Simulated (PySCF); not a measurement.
Dipole response of Ar (argon, neutral)

[Ar], closed-shell 1S. All numbers are calculated (PySCF 2.14, scalar relativity by spin-free X2C-1e, in aug-cc-pCVTZ-DK with one added diffuse shell each of s, p, d, f type (9s8p6d4f, 91 functions)). Coupled (time-dependent) response in atomic units; α is the mean over directions.

```tsv
method	mean α (bohr³)	C₆ (like pair)	S(−4)
UHF	10.77	62.29	25.45
PBE	11.94	70.09	35.89
PBE0	11.43	66.63	31.01
TPSSh	11.51	67.63	31.59
BP86	12.00	70.73	35.92
```

S(−4) is the Cauchy moment in α(ω) = α(0) + S(−4) ω² + …

Reference α: 11.083 ± 0.007 bohr³ (recommended; Schwerdtfeger and Nagle, table of static dipole polarizabilities (2023 update)). Published C₆: 64.20 (Chu and Dalgarno (2004); Tang, Norbeck and Certain (1976)).

α(iu) at PBE:

```tsv
u (hartree)	α(iu) (bohr³)
0	11.94
0.0500	11.85
0.100	11.59
0.200	10.71
0.300	9.574
0.500	7.336
0.750	5.213
1.00	3.791
1.50	2.194
2.00	1.411
3.00	0.7232
5.00	0.3040
```

A single London oscillator, α(iu) = α/(1 + u²/ω²), gives C₆ = (3/4) ω α². Matching the computed C₆ needs ω = 4 × 70.09 / (3 × 11.94²) = 0.656 hartree.
